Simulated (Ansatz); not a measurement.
**Molecular dynamics of CH7F2NSi**

Input file:

```yaml
crystal:
  periodic: [false, false, false]
  atoms:
    - { symbol: Si, position_ang: [-0.8019, 0.92, 0.8689] }
    - { symbol: "N", position_ang: [0.6812, 0.0235, -0.3533] }
    - { symbol: C, position_ang: [0.3241, -1.2042, -1.0345] }
    - { symbol: F, position_ang: [-1.8398, 1.0882, -0.36] }
    - { symbol: F, position_ang: [-0.1912, 2.3902, 0.9373] }
    - { symbol: H, position_ang: [-1.7547, 0.5796, 1.8919] }
    - { symbol: H, position_ang: [1.1313, -0.0525, 0.9125] }
    - { symbol: H, position_ang: [0.6748, 0.1769, 1.7554] }
    - { symbol: H, position_ang: [1.0972, 0.6706, -1.0173] }
    - { symbol: H, position_ang: [-0.4394, -1.0344, -1.7975] }
    - { symbol: H, position_ang: [-0.0789, -1.8977, -0.2958] }
    - { symbol: H, position_ang: [1.1972, -1.66, -1.5076] }
magnetization:
  spin_polarized: true
basis:
  gaussian: { orbitals: STO-3G }
hamiltonian:
  xc: pbe
md:
  timestep: 0.5
  n_steps: 150
  ensemble: nve
  temperature: 1000.0
  initial_velocities: maxwell_boltzmann
  seed: 619253
```

Run as:

```bash
$ ansatz run input.yaml --threads 1 --pin off --max-ram 2048MiB --backend cpu --events-out ev --progress --plain --runs-dir out
```

It starts from a rough guess of a transition structure, not a stationary point.

Output, in part (one step line in 2, the closing report, with atoms numbered from 0):

```
md step     0: t =     0.00 fs  T =  1000.0 K  F+E_penalty+E_count = -15733.93049984 eV  E_kin = 1.292600 eV  conserved = -15732.63789985 eV  (24 SCF iters)
md step     2: t =     1.00 fs  T =   992.0 K  F+E_penalty+E_count = -15733.92039487 eV  E_kin = 1.282318 eV  conserved = -15732.63807638 eV  (28 SCF iters)
md step     4: t =     2.00 fs  T =   853.1 K  F+E_penalty+E_count = -15733.73814011 eV  E_kin = 1.102765 eV  conserved = -15732.63537471 eV  (28 SCF iters)
md step     6: t =     3.00 fs  T =   699.8 K  F+E_penalty+E_count = -15733.53658449 eV  E_kin = 0.904556 eV  conserved = -15732.63202869 eV  (28 SCF iters)
md step     8: t =     4.00 fs  T =   684.1 K  F+E_penalty+E_count = -15733.51476307 eV  E_kin = 0.884217 eV  conserved = -15732.63054560 eV  (29 SCF iters)
md step    10: t =     5.00 fs  T =   875.3 K  F+E_penalty+E_count = -15733.76372272 eV  E_kin = 1.131398 eV  conserved = -15732.63232521 eV  (29 SCF iters)
md step    12: t =     6.00 fs  T =  1189.8 K  F+E_penalty+E_count = -15734.17602476 eV  E_kin = 1.537901 eV  conserved = -15732.63812379 eV  (28 SCF iters)
md step    14: t =     7.00 fs  T =  1377.4 K  F+E_penalty+E_count = -15734.42548442 eV  E_kin = 1.780450 eV  conserved = -15732.64503488 eV  (28 SCF iters)
md step    16: t =     8.00 fs  T =  1273.8 K  F+E_penalty+E_count = -15734.27777053 eV  E_kin = 1.646483 eV  conserved = -15732.63128779 eV  (28 SCF iters)
md step    18: t =     9.00 fs  T =  1411.8 K  F+E_penalty+E_count = -15734.45674076 eV  E_kin = 1.824902 eV  conserved = -15732.63183860 eV  (28 SCF iters)
md step    20: t =    10.00 fs  T =  1791.1 K  F+E_penalty+E_count = -15734.95947737 eV  E_kin = 2.315205 eV  conserved = -15732.64427255 eV  (27 SCF iters)
md step    22: t =    11.00 fs  T =  1909.0 K  F+E_penalty+E_count = -15735.10751274 eV  E_kin = 2.467626 eV  conserved = -15732.63988638 eV  (27 SCF iters)
md step    24: t =    12.00 fs  T =  1871.4 K  F+E_penalty+E_count = -15735.05368951 eV  E_kin = 2.418914 eV  conserved = -15732.63477600 eV  (28 SCF iters)
md step    26: t =    13.00 fs  T =  1903.5 K  F+E_penalty+E_count = -15735.09374467 eV  E_kin = 2.460449 eV  conserved = -15732.63329569 eV  (28 SCF iters)
md step    28: t =    14.00 fs  T =  2045.9 K  F+E_penalty+E_count = -15735.28598482 eV  E_kin = 2.644492 eV  conserved = -15732.64149260 eV  (28 SCF iters)
md step    30: t =    15.00 fs  T =  2015.2 K  F+E_penalty+E_count = -15735.24413149 eV  E_kin = 2.604864 eV  conserved = -15732.63926762 eV  (26 SCF iters)
md step    32: t =    16.00 fs  T =  2064.4 K  F+E_penalty+E_count = -15735.30031332 eV  E_kin = 2.668487 eV  conserved = -15732.63182644 eV  (27 SCF iters)
md step    34: t =    17.00 fs  T =  2304.4 K  F+E_penalty+E_count = -15735.63122497 eV  E_kin = 2.978728 eV  conserved = -15732.65249710 eV  (27 SCF iters)
md step    36: t =    18.00 fs  T =  2032.6 K  F+E_penalty+E_count = -15735.26551592 eV  E_kin = 2.627400 eV  conserved = -15732.63811601 eV  (27 SCF iters)
md step    38: t =    19.00 fs  T =  1700.0 K  F+E_penalty+E_count = -15734.82547754 eV  E_kin = 2.197394 eV  conserved = -15732.62808367 eV  (28 SCF iters)
md step    40: t =    20.00 fs  T =  1752.3 K  F+E_penalty+E_count = -15734.89803362 eV  E_kin = 2.264966 eV  conserved = -15732.63306806 eV  (27 SCF iters)
md step    42: t =    21.00 fs  T =  1962.4 K  F+E_penalty+E_count = -15735.18561224 eV  E_kin = 2.536566 eV  conserved = -15732.64904616 eV  (27 SCF iters)
md step    44: t =    22.00 fs  T =  1742.8 K  F+E_penalty+E_count = -15734.89295998 eV  E_kin = 2.252785 eV  conserved = -15732.64017530 eV  (27 SCF iters)
md step    46: t =    23.00 fs  T =  1541.0 K  F+E_penalty+E_count = -15734.62412211 eV  E_kin = 1.991904 eV  conserved = -15732.63221825 eV  (26 SCF iters)
md step    48: t =    24.00 fs  T =  1608.9 K  F+E_penalty+E_count = -15734.72380014 eV  E_kin = 2.079671 eV  conserved = -15732.64412949 eV  (27 SCF iters)
md step    50: t =    25.00 fs  T =  1490.2 K  F+E_penalty+E_count = -15734.55821688 eV  E_kin = 1.926179 eV  conserved = -15732.63203822 eV  (28 SCF iters)
md step    52: t =    26.00 fs  T =  1555.6 K  F+E_penalty+E_count = -15734.64156117 eV  E_kin = 2.010792 eV  conserved = -15732.63076949 eV  (28 SCF iters)
md step    54: t =    27.00 fs  T =  1881.0 K  F+E_penalty+E_count = -15735.07015565 eV  E_kin = 2.431354 eV  conserved = -15732.63880128 eV  (28 SCF iters)
md step    56: t =    28.00 fs  T =  2098.0 K  F+E_penalty+E_count = -15735.36297778 eV  E_kin = 2.711839 eV  conserved = -15732.65113888 eV  (26 SCF iters)
md step    58: t =    29.00 fs  T =  1868.0 K  F+E_penalty+E_count = -15735.04412018 eV  E_kin = 2.414629 eV  conserved = -15732.62949080 eV  (26 SCF iters)
md step    60: t =    30.00 fs  T =  1996.4 K  F+E_penalty+E_count = -15735.21817973 eV  E_kin = 2.580607 eV  conserved = -15732.63757233 eV  (27 SCF iters)
md step    62: t =    31.00 fs  T =  2299.0 K  F+E_penalty+E_count = -15735.61930917 eV  E_kin = 2.971713 eV  conserved = -15732.64759630 eV  (27 SCF iters)
md step    64: t =    32.00 fs  T =  2214.6 K  F+E_penalty+E_count = -15735.50044881 eV  E_kin = 2.862626 eV  conserved = -15732.63782262 eV  (27 SCF iters)
md step    66: t =    33.00 fs  T =  2076.0 K  F+E_penalty+E_count = -15735.31621051 eV  E_kin = 2.683448 eV  conserved = -15732.63276272 eV  (27 SCF iters)
md step    68: t =    34.00 fs  T =  2110.7 K  F+E_penalty+E_count = -15735.36445697 eV  E_kin = 2.728349 eV  conserved = -15732.63610792 eV  (28 SCF iters)
md step    70: t =    35.00 fs  T =  2152.8 K  F+E_penalty+E_count = -15735.42937125 eV  E_kin = 2.782660 eV  conserved = -15732.64671165 eV  (27 SCF iters)
md step    72: t =    36.00 fs  T =  1999.9 K  F+E_penalty+E_count = -15735.21028398 eV  E_kin = 2.585122 eV  conserved = -15732.62516183 eV  (27 SCF iters)
md step    74: t =    37.00 fs  T =  2250.6 K  F+E_penalty+E_count = -15735.55798359 eV  E_kin = 2.909182 eV  conserved = -15732.64880205 eV  (27 SCF iters)
md step    76: t =    38.00 fs  T =  2257.3 K  F+E_penalty+E_count = -15735.56334200 eV  E_kin = 2.917843 eV  conserved = -15732.64549893 eV  (27 SCF iters)
md step    78: t =    39.00 fs  T =  1906.3 K  F+E_penalty+E_count = -15735.09591996 eV  E_kin = 2.464045 eV  conserved = -15732.63187461 eV  (28 SCF iters)
md step    80: t =    40.00 fs  T =  1758.8 K  F+E_penalty+E_count = -15734.90353128 eV  E_kin = 2.273473 eV  conserved = -15732.63005781 eV  (27 SCF iters)
md step    82: t =    41.00 fs  T =  1901.6 K  F+E_penalty+E_count = -15735.09925794 eV  E_kin = 2.458071 eV  conserved = -15732.64118744 eV  (28 SCF iters)
md step    84: t =    42.00 fs  T =  1860.1 K  F+E_penalty+E_count = -15735.05423519 eV  E_kin = 2.404400 eV  conserved = -15732.64983559 eV  (27 SCF iters)
md step    86: t =    43.00 fs  T =  1539.2 K  F+E_penalty+E_count = -15734.61434513 eV  E_kin = 1.989599 eV  conserved = -15732.62474655 eV  (27 SCF iters)
md step    88: t =    44.00 fs  T =  1606.9 K  F+E_penalty+E_count = -15734.72456669 eV  E_kin = 2.077063 eV  conserved = -15732.64750408 eV  (28 SCF iters)
md step    90: t =    45.00 fs  T =  1475.5 K  F+E_penalty+E_count = -15734.54439586 eV  E_kin = 1.907215 eV  conserved = -15732.63718094 eV  (28 SCF iters)
md step    92: t =    46.00 fs  T =  1309.2 K  F+E_penalty+E_count = -15734.32268992 eV  E_kin = 1.692318 eV  conserved = -15732.63037153 eV  (29 SCF iters)
md step    94: t =    47.00 fs  T =  1420.4 K  F+E_penalty+E_count = -15734.46913853 eV  E_kin = 1.836033 eV  conserved = -15732.63310595 eV  (28 SCF iters)
md step    96: t =    48.00 fs  T =  1683.3 K  F+E_penalty+E_count = -15734.82019075 eV  E_kin = 2.175809 eV  conserved = -15732.64438181 eV  (29 SCF iters)
md step    98: t =    49.00 fs  T =  1655.4 K  F+E_penalty+E_count = -15734.78416650 eV  E_kin = 2.139734 eV  conserved = -15732.64443208 eV  (28 SCF iters)
md step   100: t =    50.00 fs  T =  1572.6 K  F+E_penalty+E_count = -15734.66038847 eV  E_kin = 2.032684 eV  conserved = -15732.62770481 eV  (27 SCF iters)
md step   102: t =    51.00 fs  T =  1861.4 K  F+E_penalty+E_count = -15735.05483145 eV  E_kin = 2.406100 eV  conserved = -15732.64873151 eV  (27 SCF iters)
md step   104: t =    52.00 fs  T =  1864.1 K  F+E_penalty+E_count = -15735.04655399 eV  E_kin = 2.409569 eV  conserved = -15732.63698508 eV  (28 SCF iters)
md step   106: t =    53.00 fs  T =  1847.7 K  F+E_penalty+E_count = -15735.02203537 eV  E_kin = 2.388289 eV  conserved = -15732.63374681 eV  (28 SCF iters)
md step   108: t =    54.00 fs  T =  1983.3 K  F+E_penalty+E_count = -15735.20059158 eV  E_kin = 2.563624 eV  conserved = -15732.63696724 eV  (28 SCF iters)
md step   110: t =    55.00 fs  T =  2093.7 K  F+E_penalty+E_count = -15735.35361185 eV  E_kin = 2.706275 eV  conserved = -15732.64733691 eV  (27 SCF iters)
md step   112: t =    56.00 fs  T =  1838.7 K  F+E_penalty+E_count = -15735.01268540 eV  E_kin = 2.376722 eV  conserved = -15732.63596302 eV  (27 SCF iters)
md step   114: t =    57.00 fs  T =  1776.7 K  F+E_penalty+E_count = -15734.92898535 eV  E_kin = 2.296520 eV  conserved = -15732.63246583 eV  (27 SCF iters)
md step   116: t =    58.00 fs  T =  2004.1 K  F+E_penalty+E_count = -15735.23783799 eV  E_kin = 2.590497 eV  conserved = -15732.64734058 eV  (27 SCF iters)
md step   118: t =    59.00 fs  T =  1892.9 K  F+E_penalty+E_count = -15735.08440708 eV  E_kin = 2.446778 eV  conserved = -15732.63762866 eV  (28 SCF iters)
md step   120: t =    60.00 fs  T =  1727.6 K  F+E_penalty+E_count = -15734.86679177 eV  E_kin = 2.233079 eV  conserved = -15732.63371258 eV  (27 SCF iters)
md step   122: t =    61.00 fs  T =  1700.5 K  F+E_penalty+E_count = -15734.83504789 eV  E_kin = 2.198025 eV  conserved = -15732.63702248 eV  (28 SCF iters)
md step   124: t =    62.00 fs  T =  1664.4 K  F+E_penalty+E_count = -15734.79782215 eV  E_kin = 2.151438 eV  conserved = -15732.64638392 eV  (27 SCF iters)
md step   126: t =    63.00 fs  T =  1416.5 K  F+E_penalty+E_count = -15734.45840339 eV  E_kin = 1.830925 eV  conserved = -15732.62747859 eV  (27 SCF iters)
md step   128: t =    64.00 fs  T =  1595.0 K  F+E_penalty+E_count = -15734.70512835 eV  E_kin = 2.061689 eV  conserved = -15732.64343966 eV  (27 SCF iters)
md step   130: t =    65.00 fs  T =  1752.6 K  F+E_penalty+E_count = -15734.91177898 eV  E_kin = 2.265397 eV  conserved = -15732.64638188 eV  (28 SCF iters)
md step   132: t =    66.00 fs  T =  1562.5 K  F+E_penalty+E_count = -15734.65170425 eV  E_kin = 2.019626 eV  conserved = -15732.63207806 eV  (28 SCF iters)
md step   134: t =    67.00 fs  T =  1564.6 K  F+E_penalty+E_count = -15734.65158766 eV  E_kin = 2.022345 eV  conserved = -15732.62924222 eV  (28 SCF iters)
md step   136: t =    68.00 fs  T =  1893.8 K  F+E_penalty+E_count = -15735.08663374 eV  E_kin = 2.447972 eV  conserved = -15732.63866207 eV  (28 SCF iters)
md step   138: t =    69.00 fs  T =  2131.1 K  F+E_penalty+E_count = -15735.40521868 eV  E_kin = 2.754605 eV  conserved = -15732.65061369 eV  (26 SCF iters)
md step   140: t =    70.00 fs  T =  2022.3 K  F+E_penalty+E_count = -15735.23998480 eV  E_kin = 2.613975 eV  conserved = -15732.62601027 eV  (27 SCF iters)
md step   142: t =    71.00 fs  T =  2250.3 K  F+E_penalty+E_count = -15735.55842436 eV  E_kin = 2.908757 eV  conserved = -15732.64966728 eV  (27 SCF iters)
md step   144: t =    72.00 fs  T =  2213.7 K  F+E_penalty+E_count = -15735.50446092 eV  E_kin = 2.861393 eV  conserved = -15732.64306780 eV  (28 SCF iters)
md step   146: t =    73.00 fs  T =  1942.6 K  F+E_penalty+E_count = -15735.14100476 eV  E_kin = 2.510942 eV  conserved = -15732.63006277 eV  (28 SCF iters)
md step   148: t =    74.00 fs  T =  1961.3 K  F+E_penalty+E_count = -15735.16861163 eV  E_kin = 2.535138 eV  conserved = -15732.63347390 eV  (29 SCF iters)
md step   150: t =    75.00 fs  T =  2151.7 K  F+E_penalty+E_count = -15735.42588334 eV  E_kin = 2.781327 eV  conserved = -15732.64455616 eV  (25 SCF iters)
Total energy: -15735.42591307 eV, -578.2662364504 hartree
Atom 0 at    -0.789983     0.974539     0.401426 Å, force    -3.864298    -2.972883    -1.032706 eV/Å
Atom 1 at     0.564639     0.174152    -0.491469 Å, force    -0.090606    -2.180743    -0.025844 eV/Å
Atom 2 at     0.289630    -1.408808    -0.663605 Å, force     3.397828     1.685404     0.882669 eV/Å
Atom 3 at    -2.172822     1.398129    -0.504395 Å, force     1.510848     0.114205     0.206411 eV/Å
Atom 4 at    -0.333550     2.221293     1.238501 Å, force     1.235745     2.560104     1.156036 eV/Å
Atom 5 at    -1.499914     0.075248     1.382132 Å, force     1.004720    -0.016482    -0.338399 eV/Å
Atom 6 at     6.421100    -0.834066     4.713599 Å, force    -0.875989    -1.940714     0.449464 eV/Å
Atom 7 at     6.103037    -1.538865     4.876870 Å, force     0.876007     1.940685    -0.449411 eV/Å
Atom 8 at     0.519505     0.539149    -1.466345 Å, force     0.080413     0.561359    -1.245786 eV/Å
Atom 9 at    -0.598932    -1.690922    -1.240498 Å, force    -0.906437    -0.136679     0.258600 eV/Å
Atom 10 at     0.346270    -1.635992     0.438617 Å, force    -0.825128    -1.132041    -0.927154 eV/Å
Atom 11 at     1.194480    -1.964941    -1.192862 Å, force    -1.543103     1.517785     1.066121 eV/Å
Dipole moment:    -0.021609    -0.116903    -0.189971 e Å
```

The run went to its last step. The conserved energy stayed within 1.3 meV per atom of its start (net change -0.55 meV per atom), so the integration is sound. The system heated up, since it started high on the potential surface and ran downhill. A run of 0.075 ps of so small a system gives no equilibrium averages. The orbitals stay closed-shell, which can raise the energy where a bond breaks towards radicals; this wasn't checked here. Limits of this set-up: minimal basis.

The step under study would form Si1–H8, N2–H7 and break Si1–N2, H7–H8. These pairs go: Si1–H8 1.88 → 8.59 Å, N2–H7 1.35 → 7.90 Å, Si1–N2 2.12 → 1.81 Å, H7–H8 0.99 → 0.79 Å. In the last frame they stand as before the step (other bonds may differ from the relaxed reactants and products). It ends as CH5F2NSi + H2. Pairs count as bonded within 1.25 times the sum of covalent radii (0.12 Å more for H–H).

Last frame:

```xyz
12
Properties=species:S:1:pos:R:3
Si -0.790 0.975 0.401
N 0.565 0.174 -0.491
C 0.290 -1.409 -0.664
F -2.173 1.398 -0.504
F -0.334 2.221 1.238
H -1.500 0.075 1.382
H 6.421 -0.834 4.714
H 6.103 -1.539 4.877
H 0.519 0.539 -1.466
H -0.599 -1.691 -1.240
H 0.346 -1.636 0.439
H 1.194 -1.965 -1.193
```

Run time: 7.8 min on 1 thread of Arm Neoverse V2 (shared host), peak memory 0.11 GiB.
